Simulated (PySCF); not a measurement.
# Ionisation energy of Tc by level of theory

Tc [Kr] 4d5 5s2 (6S) → Tc⁺ [Kr] 4d5 5s1 (7S), as a difference of total energies. Calculation: PySCF 2.14, in x2c-TZVPall; the spin-free X2C one-electron Hamiltonian (Gaussian nucleus). Correlated levels: valence: [Kr] frozen. The calculations carry no spin-orbit coupling.

```
           method  ionisation energy (eV)
              UHF                   5.539
              LDA                   7.321
           M06-2X                   7.735
    MP2 (valence)                   6.476
SCS-MP2 (valence)                   6.682
```

**Question.** How much does correlation contribute at MP2 (valence)?

**Answer.** 6.476 − (5.539) = 0.937 eV, measured against UHF.

Errors of the correlated levels include the incompleteness of this basis and the frozen core.

MP2 underrates the near-degeneracy of ns² with np² in the lower species.

For comparison: 7.119 eV (measured; NIST Atomic Spectra Database, ionization energies).
